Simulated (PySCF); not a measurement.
Work out the structure from these simulated measurements.

Elements present: C, H, O, P and Si. Monoisotopic mass: 187.9879 u.

- 13C NMR: chemical shifts (computed TMS as zero) by class: 243.9 (1 C), 191.9 (1 C), 124.0 (1 C), 82.6 (1 C), 6.6 (1 C) ppm [GIAO PBE0/pcSseg-1]
- NMR, other nuclei: isotropic shieldings of nuclei other than C and H, by class: -536 (1 O), -313 (1 O), 414 (1 Si), 436 (1 Si), 611 (1 P) ppm [GIAO PBE0/pcSseg-1]
- Rotational structure: rotational constants A, B, C: 1.454, 0.449, 0.383 GHz [GFN2-xTB]
- Dipole: 3.66 D [PBE0/pcSseg-1]
- 1H NMR: chemical shifts (computed TMS as zero) by class: 4.28 (2 H), 4.08 (2 H), 2.42 (3 H), 1.64 (2 H) ppm [GIAO PBE0/pcSseg-1]

Electronic properties: PySCF, gas phase, density fitting. Levels stand in brackets. One conformer (not necessarily the lowest) at the GFN2-xTB geometry, without solvent, vibrations or thermal averaging. GFN2-xTB frequencies show an imaginary mode (26i cm⁻¹), so this geometry is no minimum at that level. Each NMR value is the plain mean over a class of atoms that symmetry, rotation or inversion makes alike.

Q: Which formula fits the mass and the elements?

A: C5H9O2PSi2 (calculated 187.9879). No other formula that holds each of these elements comes within 0.0003 u with a fitting electron parity and a possible valence count.

Q: What is the compound? Reason from the data.

A: Numbering: `[CH3:1][C:2]#[C:3][C:4](=[O:5])[C:6](=[O:7])[SiH2:8][SiH2:9][PH2:10]`. 5 carbons fall into 5 classes; from least to most shielded: carbonyl carbon [C6] (243.9 ppm), ketone carbonyl carbon [C4] (191.9 ppm), alkyne carbon [C2] (124.0 ppm), alkyne carbon [C3] (82.6 ppm), propargylic carbon [C1] (6.6 ppm). Hydrogen classes from least to most shielded: 2 H on an SiH2 silicon, Si9 (4.28 ppm), 2 H on an SiH2 silicon, Si8 (4.08 ppm), 3 H on a propargylic carbon, C1 (2.42 ppm), 2 H on a three-coordinate phosphorus, P10 (1.64 ppm). The other shieldings belong to: -536 ppm, carbonyl oxygen [O7]; -313 ppm, ketone oxygen [O5]; 414 ppm, SiH2 silicon [Si8]; 436 ppm, SiH2 silicon [Si9]; 611 ppm, three-coordinate phosphorus [P10]. The optimised geometry has point group C1 and is an asymmetric top. Structure: `CC#CC(=O)C(=O)[SiH2][SiH2]P`. The assignments are read from this structure; whether some other isomer fits the data as well wasn't checked.

Shape of the structure used: `[CH3:1][C:2]#[C:3][C:4](=[O:5])[C:6](=[O:7])[SiH2:8][SiH2:9][PH2:10]`: C3–C4–C6–O7 53°, C4–C6–Si8–Si9 -73°, C6–Si8–Si9–P10 25°, H–P10–Si9–Si8 93°, H–P10–Si9–Si8 -174°.
